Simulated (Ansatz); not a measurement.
Energy profile

The step: Si₂H₄Cl₂ ([SiH3][SiH]([Cl])[Cl]) → SiCl₂ + SiH₄; bonds formed: Si1–H3; bonds broken: Si1–Si2, Si2–H3 (atoms numbered as in the saddle structure below).

```
8
angstrom
Si -0.1709 -0.2832 1.0960
Si -0.1571 0.8119 -0.9993
H 0.4112 -0.7083 -0.4883
Cl -1.2579 0.0125 -2.5537
Cl 1.6847 1.3576 -1.7539
H -1.4031 0.2198 1.7641
H -0.1729 -1.7565 1.3251
H 1.0659 0.3463 1.6101
```

Electronic energies by CCSD(T) at an estimated basis limit (MP2 extrapolated from triple and quadruple zeta, plus CCSD(T) − MP2 in triple zeta), on PBE0-D4/def2-TZVP structures; Si2H4Cl2, singlet; no counterpoise correction. Program: Ansatz 0.2.0. Basis: def2-TZVPP and def2-QZVPP. Cores are frozen in the correlated methods. Extrapolation: Hartree–Fock as exp(−7.88 √X), correlation as X^−2.97.

(1) Give the profile in kJ/mol, counted from the start structure. (To be estimated.)

T1 diagnostic: at most 0.013. The restricted Hartree–Fock reference is unstable towards an unrestricted one at one or more of these structures.

Answers

(1) By the calculation:
```
                                                                                                  point  kJ/mol
                                                                                        start structure     0.0
                                                                                                 saddle   218.6
                                                                                          end structure   141.5
separated: SiH4 (Si1, H3, H6, H7, H8; singlet) + SiCl2 (linked as [Cl][Si][Cl]; Si2, Cl4, Cl5; singlet)   145.0
```

Losses and insertions of silylenes and their heavier kin drive the gas-phase chemistry of silicon and germanium vapour deposition.

For scale, one of the runs: CCSD(T)/def2-TZVPP, 224 basis functions, launched by `ansatz run in.yaml --threads 4 --pin off --events-out ev --progress --plain --max-ram 9574MiB`. Hardware: 4 CPU threads of an Arm Neoverse V2, shared host. Wall time 45 s; peak host memory 3.1 GiB.
